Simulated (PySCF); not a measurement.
**Assigning NMR signals**

Molfile (atoms numbered from 1):
```
C4H8F2O2
     RDKit          3D

 16 15  0  0  0  0  0  0  0  0999 V2000
   -2.6461   -0.6544    0.5393 C   0  0  0  0  0  0  0  0  0  0  0  0
   -1.2965   -0.3267    0.8389 O   0  0  0  0  0  0  0  0  0  0  0  0
   -0.7657    0.6435    0.0439 C   0  0  1  0  0  0  0  0  0  0  0  0
   -1.3130    1.8742    0.3625 F   0  0  0  0  0  0  0  0  0  0  0  0
    0.7459    0.7033    0.2939 C   0  0  2  0  0  0  0  0  0  0  0  0
    1.2706    1.7538   -0.4383 F   0  0  0  0  0  0  0  0  0  0  0  0
    1.2979   -0.4731   -0.1151 O   0  0  0  0  0  0  0  0  0  0  0  0
    2.6617   -0.6344    0.2496 C   0  0  0  0  0  0  0  0  0  0  0  0
   -2.7365   -1.0080   -0.4925 H   0  0  0  0  0  0  0  0  0  0  0  0
   -2.9197   -1.4477    1.2299 H   0  0  0  0  0  0  0  0  0  0  0  0
   -3.2997    0.2088    0.6883 H   0  0  0  0  0  0  0  0  0  0  0  0
   -0.9679    0.4959   -1.0305 H   0  0  0  0  0  0  0  0  0  0  0  0
    0.9476    0.9448    1.3513 H   0  0  0  0  0  0  0  0  0  0  0  0
    2.9629   -1.5999   -0.1480 H   0  0  0  0  0  0  0  0  0  0  0  0
    3.2774    0.1558   -0.1878 H   0  0  0  0  0  0  0  0  0  0  0  0
    2.7735   -0.6268    1.3382 H   0  0  0  0  0  0  0  0  0  0  0  0
  1  2  1  0
  2  3  1  0
  3  4  1  0
  3  5  1  0
  5  6  1  0
  5  7  1  0
  7  8  1  0
  1  9  1  0
  1 10  1  0
  1 11  1  0
  3 12  1  6
  5 13  1  1
  8 14  1  0
  8 15  1  0
  8 16  1  0
M  END
```

All values are calculated (PySCF): shieldings: GIAO PBE0/pcSseg-1, GFN2-xTB structure. In vacuum, averaged over atoms made equivalent by symmetry, fast rotation or ring inversion, no relativistic terms, one computed conformer.

Chemical shifts δ = σref − σ; TMS for $^{13}$C and $^{1}$H, all at this level.

Q: Assign these signals to the numbered atoms. $^{13}$C{$^{1}$H} NMR (computed): δ 115.4 (CH), 59.0 (CH3).

A: 
115.4 → C3/C5, sp3 CH bonded to F and O: 2 electronegative neighbours deshield it
59.0 → C1/C8, methyl carbon bonded to O: pulled downfield by the heteroatom

Q: Assign these signals to the numbered atoms. $^{1}$H NMR (500 MHz, computed): δ 5.05 (m, 2H), 3.77 (s, 6H).

A: 
| δ (ppm) | atoms | environment | reason |
| --- | --- | --- | --- |
| 5.05 | H12/H13 | hydrogen on an sp3 CH bonded to F and O | its carbon carries F and O, an electronegative neighbour |
| 3.77 | H9/H10/H11/H14/H15/H16 | hydrogen on a methyl carbon bonded to O | its carbon carries O, which withdraws density |

Splittings by $^{19}$F in the carbon and heteronuclear signals aren't shown, as no couplings were computed. Shifts are as computed. Against solution values, carbons near 30 ppm lie about +3 ppm off and those near 130 ppm about +5 ppm. Of 1211 compounds with measured shifts, 218 miss one by over three times the rms of a fit or turn the order of signals round; such compounds aren't used in these exercises. No couplings were computed; multiplicities are counted from neighbouring protons, with m where these are inequivalent, close in shift, in a saturated or five-membered ring or joined by F or P, and br s for small geminal =CH2 splittings.
